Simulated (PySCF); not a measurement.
Species: C3H5NSi.
SMILES: `C1[C@@H](C#N)[SiH2]1`

Theory: EOM-IP-CCSD/aug-cc-pVDZ in PySCF, restricted Hartree–Fock reference, 9 core orbitals frozen, non-relativistic, gas phase, PBE0-D3(BJ)/def2-SVP geometry.

The vertical ionisation energies are 9.65, 10.95, 12.23, 12.55, 13.09, 13.34, 14.21, 15.61 eV.

Task: Which Hartree–Fock orbital leads each hole, and what is its Koopmans value −ε?

Result: 
```json
{"leading hole (HF orbital)": "HOMO", "Koopmans (eV)": "10.08", "EOM-IP-CCSD (eV)": "9.65", "change (eV)": "-0.43", "one-hole share": "0.96"}
{"leading hole (HF orbital)": "HOMO-1", "Koopmans (eV)": "11.53", "EOM-IP-CCSD (eV)": "10.95", "change (eV)": "-0.58", "one-hole share": "0.95"}
{"leading hole (HF orbital)": "HOMO-2", "Koopmans (eV)": "12.73", "EOM-IP-CCSD (eV)": "12.23", "change (eV)": "-0.50", "one-hole share": "0.94"}
{"leading hole (HF orbital)": "HOMO-5", "Koopmans (eV)": "14.74", "EOM-IP-CCSD (eV)": "12.55", "change (eV)": "-2.19", "one-hole share": "0.92"}
{"leading hole (HF orbital)": "HOMO-3", "Koopmans (eV)": "13.91", "EOM-IP-CCSD (eV)": "13.09", "change (eV)": "-0.82", "one-hole share": "0.94"}
{"leading hole (HF orbital)": "HOMO-4", "Koopmans (eV)": "14.15", "EOM-IP-CCSD (eV)": "13.34", "change (eV)": "-0.81", "one-hole share": "0.94"}
{"leading hole (HF orbital)": "HOMO-6", "Koopmans (eV)": "15.54", "EOM-IP-CCSD (eV)": "14.21", "change (eV)": "-1.33", "one-hole share": "0.94"}
{"leading hole (HF orbital)": "HOMO-7", "Koopmans (eV)": "17.00", "EOM-IP-CCSD (eV)": "15.61", "change (eV)": "-1.39", "one-hole share": "0.93"}
```

Task: Does the order of the lines follow the orbital energies?

Result: No: the HOMO-5 hole (12.55 eV) falls below the HOMO-3 hole (13.09 eV); the HOMO-5 hole (12.55 eV) falls below the HOMO-4 hole (13.34 eV). The corrections run from -2.19 to -0.43 eV, with a mean of -1.01 eV over the 8 lines; no line lies above its Koopmans value.

Task: At what kinetic energies would He I light (21.22 eV) eject these electrons?

Result: 11.57 eV (HOMO), 10.27 eV (HOMO-1), 8.99 eV (HOMO-2), 8.67 eV (HOMO-5), 8.13 eV (HOMO-3), 7.88 eV (HOMO-4), 7.01 eV (HOMO-6), 5.61 eV (HOMO-7).

Task: What total energy has the lowest final state, and which wavelength reaches it?

Result: E(CCSD) + ionisation energy = -460.57585 + 0.35456 = -460.22129 Eh, at the geometry of the initial state. The threshold wavelength is 1239.84 eV nm/9.65 eV = 128.5 nm.

One root was sought for each valence orbital with −ε under 21 eV, eight at most, so deeper holes and satellites are missing; no vibrational structure.
